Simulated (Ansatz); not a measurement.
Species: CHCl₂F, charge 0, singlet. CHCl2F (dichloro(fluoro)methane, SMILES ClC(Cl)F).
B3LYP-D3(BJ)/def2-TZVP minimum from Ansatz (a program for electronic structure):
```xyz
5

F     -0.0882     1.5309    -0.4670
C     -0.0332     0.4421     0.3280
Cl     1.4975    -0.4133     0.0501
Cl    -1.4350    -0.5973     0.0010
H     -0.0699     0.7484     1.3681
```
Charge 0, spin multiplicity 1.

Property: atomisation energy (electronic, to ground-state atoms), in kcal/mol. Radicals and triplets start from unrestricted determinants; spin-orbit coupling is neglected. CBS(X,Y): correlation extrapolated as X^-3, Hartree-Fock from the larger set (Q,5: extrapolated as (X+1)exp(-9√X)). A bracket is a step between two methods taken in the basis named. The functionals are non-relativistic, so their misses hold any scalar relativity. Double hybrids freeze cores in their MP2 part. '+ core + X2C': CCSD(T) terms for core correlation (cc-pwCVTZ, 1s frozen past Ne) and scalar relativity (cc-pVTZ-DK). For partners of very few electrons the exact lower level stands in for a higher one.

CCSD(T)/CBS(cc-pV(Q+d)Z,cc-pV(5+d)Z) + [CCSDT(Q) - CCSD(T)]/cc-pV(D+d)Z + core + X2C (Ansatz) gives 380.6 kcal/mol.

Question: What does PBE/def2-TZVPD (Ansatz) give here, and how do the other levels compare?

Answer: PBE gives 396.7 kcal/mol, 16.1 kcal/mol above it. Differences of the others: PBE0/def2-TZVPD (Ansatz) 1.1; B2PLYP/def2-TZVPD (Ansatz) -9.1; CCSD(T)/CBS(cc-pV(Q+d)Z,cc-pV(5+d)Z) + core + X2C (Ansatz) -0.6 kcal/mol. Nearer than PBE: PBE0/def2-TZVPD, B2PLYP/def2-TZVPD, CCSD(T)/CBS(cc-pV(Q+d)Z,cc-pV(5+d)Z) + core + X2C.
